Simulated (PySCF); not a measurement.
C2H4F, SMILES C[CH]F (connectivity only; charge and spin as stated), charge +1, multiplicity 1.

Geometry: PBE0-D3(BJ)/def2-TZVP. The multiplicity is an assumed one; other spin states were not compared. The isomer is the one that the SMILES or the coordinates give; other isomers of the formula were not compared.

Two levels are set side by side: TDA-PBE/def2-SVPD (PySCF) and TDA-PBE0/def2-SVPD (PySCF). Vertical, same geometry. The lowest singlet is HOMO→LUMO 98 % with PBE and HOMO→LUMO 94 % with the other functional; states are paired by order. Differences are taken from unrounded values.

| quantity | TDA-PBE |
|---|---|
| lowest singlet excitation (eV) | 5.50 |
| lowest triplet excitation (TDA) (eV) | 4.91 |
| first bright state (f over 0.05) (eV) | 7.85 |
| its oscillator strength | 0.30 |

Q: These are the TDA-PBE values. What does TDA-PBE0 give? (Estimate from the structure and the level; the computed values follow.)

A: 
```csv
quantity,TDA-PBE0,TDA-PBE minus TDA-PBE0
lowest singlet excitation (eV),5.89,-0.39
lowest triplet excitation (TDA) (eV),5.22,-0.31
first bright state (f over 0.05) (eV),8.18,-0.33
its oscillator strength,0.30,0.00
```

A lower first singlet is the usual sign of a functional without exact exchange. Differences between two approximate levels are no errors against the true value.

Rough cost on one machine, each run with all the roots and properties that it gave: TDA-PBE0 against TDA-PBE within a factor of 2.
